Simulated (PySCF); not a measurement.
Cl2OV, neutral, multiplicity 2. Atoms are numbered in the order given.

```xyz
4

V      0.0000     0.0000    -0.3283
O      0.0000     0.0000    -1.8580
Cl     0.0000    -1.9254     0.6592
Cl     0.0000     1.9254     0.6592
```
Charge 0, spin multiplicity 2.

Geometry optimised at ωB97X-D3(BJ)/def2-SVP. The multiplicity is an assumed one; other spin states were not compared.

Level of theory: PBE/def2-TZVPD run with PySCF.

Mulliken values depend strongly on the basis, most of all with diffuse functions as here. ESP charges are fitted to the potential on shells at 1.4 to 2.0 van der Waals radii. Atomic charges (e):

```json
[
 {"atom": "V1", "meta-Löwdin": "1.06", "ESP fit": "0.56", "Mulliken": "1.20", "Mulliken spin": "1.13"},
 {"atom": "O2", "meta-Löwdin": "-0.33", "ESP fit": "-0.24", "Mulliken": "-0.56", "Mulliken spin": "-0.07"},
 {"atom": "Cl3", "meta-Löwdin": "-0.37", "ESP fit": "-0.16", "Mulliken": "-0.32", "Mulliken spin": "-0.03"},
 {"atom": "Cl4", "meta-Löwdin": "-0.37", "ESP fit": "-0.16", "Mulliken": "-0.32", "Mulliken spin": "-0.03"}
]
```
